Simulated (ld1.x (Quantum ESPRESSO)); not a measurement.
## Bi (Z = 83), TM: configuration errors across variants

Bi (Z = 83), norm-conserving Troullier–Martins (Kleinman–Bylander form), made with ld1.x (Quantum ESPRESSO) 7.5 (LDA (PZ), scalar-relativistic). Core [Xe] 4f14, reference 5d10 6s2 6p2 (charge +1). Waves: 6p (bound): rc 2.60 bohr; 5d (bound): rc 1.60 bohr; 6s (bound): rc 1.40 bohr. Local part: the s channel. Core correction: none.

All-electron excitation energies from the reference (eV): (1) 5d10 6s2 6p3 -8.154; (2) 5d10 6s2 6p1 15.565; (3) 5d10 6s2 6p0 39.280; (4) 5d10 6s1 6p4 2.023; (5) 5d10 6s2 6p2.5 -4.946; (6) 5d9 6s2 6p3 25.294; (7) 5d10 6s2 6p3.3 -9.305; (8) 5d10 6s2 6p2 spin -0.552; (9) 5d10 6s2 6p3 spin -9.178.

Spin tests fill each open shell by Hund’s rule, majority spin first.

4 further variants failed, have other tests or another functional or relativity, and are left out.

A true bound ghost makes a file unfit for plane-wave use even where its test errors are small: the radial tests pick states by their node count and pass the ghost by.

Errors AE − PS in meV (a dash: test not solved or not reliable):

| change | (1) | (2) | (3) | (4) | (5) | (6) | (7) | (8) | (9) | bound ghosts |
| --- | --- | --- | --- | --- | --- | --- | --- | --- | --- | --- |
| base | +5.2 | -4.8 | -6.7 | -0.7 | +2.7 | +29 | +6.3 | +12 | +24 | none |
| local potential all-electron potential smoothed inside 1.95 bohr (lloc = -1) | +3.8 | -12 | -64 | -0.7 | +2.1 | -368 | +4.9 | +6.9 | +18 | s |
| wave 6p (bound): rc 2.60 bohr becomes 6p (bound): rc 4.00 bohr | +1.1 | -24 | -132 | +18 | +1.0 | +163 | +1.5 | -17 | -25 | p |
| wave 5d (bound): rc 1.60 bohr becomes 5d (bound): rc 1.10 bohr | +5.2 | -4.7 | -6.2 | 0.0 | +2.7 | +33 | +6.4 | +12 | +24 | none |
| wave 6s (bound): rc 1.40 bohr becomes 6s (bound): rc 1.84 bohr | +5.4 | -5.6 | -15 | -2.0 | +2.8 | -185 | +6.8 | +9.7 | +22 | none |
| all radii scaled by about 1.09 (s 1.52, p 2.82, d 1.74 bohr) | +5.2 | -6.3 | -20 | -0.6 | +2.7 | -112 | +6.4 | +7.0 | +17 | none |
| wave 5d (bound): rc 1.60 bohr becomes 5d (bound): rc 1.92 bohr | +5.2 | -4.7 | -6.2 | -0.4 | +2.8 | +37 | +6.4 | +12 | +24 | none |
| core correction a·sin(br)/r model core inside 0.64 bohr | +4.1 | -7.9 | -24 | -23 | +2.4 | -64 | +4.8 | +5.0 | +13 | none |

**Question.** Give the same row for: wave 6s (bound): rc 1.40 bohr becomes 6s (bound): rc 1.92 bohr.

**Answer.** +5.4, -5.6, -15, -1.8, +2.7, -187, +6.7, +9.6, +21; bound ghosts: none.
